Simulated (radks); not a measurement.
Excited configurations of P: one electron is placed in a higher orbital outside [Ne] 3s2 3p2. The ground configuration is [Ne] 3s2 3p3. Method: non-relativistic Kohn-Sham, LDA (Slater exchange, Perdew-Wang correlation), spin-polarised, spherical densities, point nucleus; open shells are filled with parallel spins first; computed with a radial shooting solver on a logarithmic mesh with Libxc functionals. Excitation = E - E(ground); binding = E(ion) - E, where the ion is the core of charge +1; n* = 1/sqrt(2 binding) in atomic units, and the quantum defect is n - n*.

| outer orbital | excitation (eV) | binding (eV) | n* | <r> (bohr) |
|---|---|---|---|---|
| 3d | 8.301 | 2.230 | 2.470 | 6.526 |
| 4p | 8.018 | 2.513 | 2.327 | 7.736 |
| 4d | 9.188 | 1.344 | 3.182 | 13.49 |
| 5s | 8.804 | 1.728 | 2.806 | 12.75 |
| 5p | 9.204 | 1.328 | 3.201 | 15.75 |
| 5f | 9.893 | 0.639 | 4.616 | 29.26 |
| 6s | 9.528 | 1.003 | 3.683 | 22.26 |
| 6p | 9.706 | 0.825 | 4.061 | 26.41 |
| 6d | 9.958 | 0.573 | 4.873 | 37.03 |
| 7s | 9.873 | 0.658 | 4.547 | 34.49 |
| 7d | 10.115 | 0.416 | 5.717 | 52.86 |

The Delta-SCF ionisation energy is 10.531 eV (NIST Atomic Spectra Database: 10.487 eV, measured). Self-interaction in the functional shifts the binding energies and quantum defects, so they are the method's values and not measured ones. Open shells are spherical and high-spin; term and fine-structure splittings are not resolved.
